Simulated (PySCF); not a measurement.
CH13NSi4, SMILES N[Si@@H](C[SiH3])[SiH2][SiH3].

Geometry optimised at ωB97X-D3(BJ)/def2-SVP. The structure was generated by enumeration; whether it is a known compound was not checked. Other conformers were not sampled.

Two levels are set side by side: PBE/def2-TZVP (PySCF) and r2SCAN/def2-TZVP (PySCF). Same geometry, gas phase. Differences are taken from unrounded values.

| quantity | r2SCAN |
|---|---|
| orbital gap (eV) | 5.18 |
| highest occupied level (eV) | -5.98 |
| lowest empty level (eV) | -0.79 |
| dipole moment (D) | 1.33 |

Task: What does PBE give, and how far is it from r2SCAN? (Estimate from the structure and the level; the computed values follow.)

Result: 
| quantity | PBE | PBE minus r2SCAN |
|---|---|---|
| orbital gap (eV) | 4.66 | -0.52 |
| highest occupied level (eV) | -5.73 | 0.24 |
| lowest empty level (eV) | -1.07 | -0.28 |
| dipole moment (D) | 1.33 | 0.01 |

Rough cost on one machine, each run with all the roots and properties that it gave: r2SCAN against PBE about 2 times.
